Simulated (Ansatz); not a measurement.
Cost and result for the atomization energy of `[F][SnH]([Cl])[O]C(F)(F)F` (9 atoms, 8 bonds).

```csv
atom,x (Å),y (Å),z (Å)
F1,-0.126,-1.912,1.659
Sn2,0.059,-1.481,-0.177
Cl3,2.294,-1.301,-0.597
O4,-0.803,0.277,-0.391
C5,-0.294,1.424,0.041
F6,0.444,2.029,-0.898
F7,0.506,1.254,1.113
F8,-1.265,2.261,0.390
H9,-0.815,-2.551,-1.139
```

The species carries charge 0 and has multiplicity 1. Correlated methods include outer-core shells of Sn, which these sets cover unevenly. Sn takes the def2 core potential. The structure was optimised at the PBE0-D4/def2-TZVP level. It is one conformer, not always the lowest. Program: Ansatz. All runs use 2 threads of an AMD EPYC 7R13 on a shared host and a share of an NVIDIA H100 80 GB. Times are those of one run each, without the atoms' runs, and a repeat can differ threefold. Electronic energies, without spin–orbit coupling; frozen cores. CCSD(T)/CBS adds CCSD(T) − MP2 in def2-TZVPP to the MP2 limit, and its time is that of the two runs behind it. T1 = 0.013. With those shells the extrapolation isn't a true limit. B3LYP takes the VWN-RPA correlation (the form of Gaussian; ORCA's B3LYP/G).

CCSD(T)/CBS is a level of theory with its own doubt, some kJ/mol a heavy atom from the limit and from the frozen cores, so smaller differences don't rank the functionals.

```
                             level  functions  wall time
                PBE0-D4/def2-TZVPP        292      2.6 s
   PBE-D4/def2-TZVPP (with forces)        292      2.7 s
 B3LYP-D4/def2-TZVPP (with forces)        292      3.1 s
r2SCAN-D4/def2-TZVPP (with forces)        292      3.1 s
                    MP2/def2-QZVPP        524      4.7 s
                 B2PLYP/def2-TZVPP        292      4.7 s
                ωB97X-V/def2-TZVPP        292        7 s
  ωB97M-V/def2-TZVPP (with forces)        292      8.5 s
                CCSD(T)/def2-TZVPP        292       10 s
                 CCSD(T)/CBS(def2)          –       15 s
```

What atomization energy does each give, and how far from CCSD(T)/CBS? (Estimate.)

Computed: 
| level | atomization (kcal/mol) | difference from CCSD(T)/CBS | per bond |
| --- | --- | --- | --- |
| PBE0-D4/def2-TZVPP | 776.3 | -8.5 | -1.1 |
| PBE-D4/def2-TZVPP (with forces) | 812.0 | 27.2 | 3.4 |
| B3LYP-D4/def2-TZVPP (with forces) | 766.1 | -18.7 | -2.3 |
| r2SCAN-D4/def2-TZVPP (with forces) | 786.2 | 1.4 | 0.2 |
| MP2/def2-QZVPP | 812.1 | 27.3 | 3.4 |
| B2PLYP/def2-TZVPP | 763.5 | -21.3 | -2.7 |
| ωB97X-V/def2-TZVPP | 786.3 | 1.5 | 0.2 |
| ωB97M-V/def2-TZVPP (with forces) | 781.8 | -3.0 | -0.4 |
| CCSD(T)/def2-TZVPP | 754.4 | -30.4 | -3.8 |
| CCSD(T)/CBS(def2) | 784.8 | 0.0 | 0.0 |

In def2-TZVPP, CCSD(T) changes the Hartree–Fock value by +247.6 kcal/mol (the triples alone add +20.7 kcal/mol) and MP2 by +286.7 kcal/mol; breaking electron pairs costs correlation energy, which Hartree–Fock lacks. The D4 term adds +9.5 kcal/mol with B3LYP and +5.1 kcal/mol with PBE0; it sums over pairs of atoms, weighted by their polarisabilities, and B3LYP, whose exchange is more repulsive, gets the larger term. From PBE to PBE0 (25 % exact exchange), in def2-TZVPP and without D4, the atomization energy moves by −34.8 kcal/mol: exact exchange takes away binding that semilocal exchange gives to molecules.

Spin–orbit coupling would lower the free Sn atoms strongly, and the atomization energy with them, by more than many differences here. For some Ge, Se and Sn compounds the MP2-based and the directly extrapolated limit differ by 10 to 25 kJ/mol.
